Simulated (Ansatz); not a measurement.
Species: sum formula SiOF, charge 0, multiplicity 2. It need not be the lowest isomer of its formula. SMILES: O=[Si]F
Structure (B3LYP-D3(BJ)/def2-TZVP (Ansatz, a program for electronic structure) minimum search):
```
Si
O 1 1.5267
F 1 1.5949 2 126.23
```
Charge 0, spin multiplicity 2.

Property: vertical electron affinity (to the singlet state of charge -1; a negative value means that the extra electron is unbound and the number depends on the basis; each state is the SCF solution reached for its spin; for the singlet the Hartree-Fock reference is unstable and T1 is 0.019), in eV. Cores are frozen in the correlated levels unless marked. UHF or UKS for open shells. No spin-orbit coupling. Non-relativistic. Anions need diffuse functions: aug- sets have them; def2-D sets add few. CBS marks a two-point X^-3 extrapolation of the correlation energy; Hartree-Fock from the larger set. The bracket is a focal-point correction in the basis named.

```tsv
level	program	vertical electron affinity (eV)	minus last row
HF/aug-cc-pV(D+d)Z	Ansatz	1.72	-1.00
HF/aug-cc-pV(Q+d)Z	Ansatz	1.70	-1.02
PBE/def2-TZVPD	Ansatz	2.46	-0.26
r2SCAN/def2-TZVPD	Ansatz	2.37	-0.35
B3LYP/def2-TZVPD	Ansatz	2.63	-0.09
PBE0/def2-TZVPD	Ansatz	2.51	-0.21
BHLYP/def2-TZVPD	Ansatz	2.55	-0.17
CAM-B3LYP/def2-TZVPD	Ansatz	2.69	-0.03
wB97M-V/def2-TZVPD	Ansatz	2.69	-0.03
wB97X-V/def2-TZVPD	Ansatz	2.62	-0.10
wB97X/def2-TZVPD	Ansatz	2.64	-0.08
B2PLYP/def2-TZVPD	Ansatz	2.54	-0.18
MP2/aug-cc-pV(D+d)Z	Ansatz	2.41	-0.31
MP2/aug-cc-pV(T+d)Z	Ansatz	2.53	-0.19
RI-MP2/aug-cc-pV(T+d)Z	Ansatz	2.53	-0.19
RI-MP2/CBS(aug-cc-pV(T+d)Z,aug-cc-pV(Q+d)Z)	Ansatz	2.63	-0.09
SCS-MP2/aug-cc-pV(D+d)Z	Ansatz	2.44	-0.28
SCS-MP2/aug-cc-pV(T+d)Z	Ansatz	2.57	-0.15
CCSD/aug-cc-pV(T+d)Z	Ansatz	2.60	-0.12
CCSD(T)/aug-cc-pV(T+d)Z	Ansatz	2.63	-0.09
RI-MP2/CBS(aug-cc-pV(T+d)Z,aug-cc-pV(Q+d)Z)+[CCSD(T)-MP2]/aug-cc-pV(T+d)Z	Ansatz	2.72	0.00
```
